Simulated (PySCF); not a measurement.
**How methods differ on the ionisation energy of C²⁺**

C²⁺ [He] 2s2 (1S) → C³⁺ [He] 2s1 (2S), as a difference of total energies. Calculation: PySCF 2.14, in x2c-QZVPPall (7s4p3d2f1g, 57 functions); scalar relativity by spin-free X2C-1e. Correlated levels: valence: 1s2 frozen. The calculations carry no spin-orbit coupling.

```tsv
method	ionisation energy (eV)	error (eV)
UHF	45.798	-2.090
MP2 (valence)	47.022	-0.866
SCS-MP2 (valence)	47.267	-0.621
CCSD (valence)	47.814	-0.074
```

Reference: 47.888 eV (measured; NIST Atomic Spectra Database, ionization energies).

Errors of the correlated levels include the incompleteness of this basis and the frozen core.

With two correlated electrons CCSD is exact in that space.

The coupled-cluster amplitudes are large for C²⁺ (T1 above 0.03 or a double amplitude above 0.15), so a single reference is strained.
